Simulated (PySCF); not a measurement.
# Spin-rotation constants: `N[Si@H]([SiH3])[SiH2]F`, FH8NSi3

Cartesian coordinates in Å; atom numbers follow the order of the lines, from 1:
```xyz
13

N    -0.364    1.868    0.294
Si   -0.072    0.385   -0.577
Si   -1.732   -1.147    0.043
Si    2.017   -0.342    0.195
F     2.536   -1.613   -0.692
H    -1.311    2.227    0.356
H     0.292    2.635    0.191
H    -0.050    0.480   -2.079
H    -3.092   -0.594   -0.257
H    -1.647   -1.429    1.509
H    -1.558   -2.427   -0.709
H     3.045    0.740    0.090
H     1.930   -0.786    1.618
```

Computed with GIAO B97-D/pcSseg-1 magnetisability, rotational g tensor and spin-rotation constants, non-relativistic, gas phase in PySCF. Geometry: PBE0-D3(BJ)/def2-SVP.

Task: Give the nuclear spin-rotation constants along the inertial axes (H = +C I·J) beside the isotropic shieldings.

Result: Rotational constants 2.8663, 1.3762, 1.0296 GHz. A star marks the isotopologue with that one atom substituted, in its own axes.
| atom | isotope | Caa (kHz) | Cbb (kHz) | Ccc (kHz) | mean (kHz) | σ (ppm) |
| --- | --- | --- | --- | --- | --- | --- |
| N1 | 14N | 0.040 | 0.039 | 0.039 | 0.039 | 266.0 |
| F5 | 19F | 0.770 | 0.545 | 0.294 | 0.536 | 417.3 |
| H6 | 1H | -0.018 | -0.151 | -0.137 | -0.102 | 31.8 |
| H7 | 1H | -0.288 | -0.029 | -0.135 | -0.151 | 32.0 |
| H8 | 1H | -0.218 | -0.124 | 0.054 | -0.096 | 26.2 |
| H9 | 1H | 0.080 | -0.119 | -0.091 | -0.043 | 27.8 |
| H10 | 1H | -0.259 | -0.124 | 0.034 | -0.116 | 27.8 |
| H11 | 1H | -0.234 | 0.012 | -0.078 | -0.100 | 27.8 |
| H12 | 1H | -0.094 | 0.010 | -0.088 | -0.058 | 25.9 |
| H13 | 1H | -0.233 | -0.114 | 0.052 | -0.098 | 26.0 |
| Si2 | 29Si* | -1.754 | -0.703 | -0.621 | -1.026 | 398.6 |
| Si3 | 29Si* | -1.488 | -0.698 | -0.523 | -0.903 | 448.6 |
| Si4 | 29Si* | -1.819 | -0.837 | -0.681 | -1.112 | 347.6 |

For the geometry as given, no vibrational averaging.
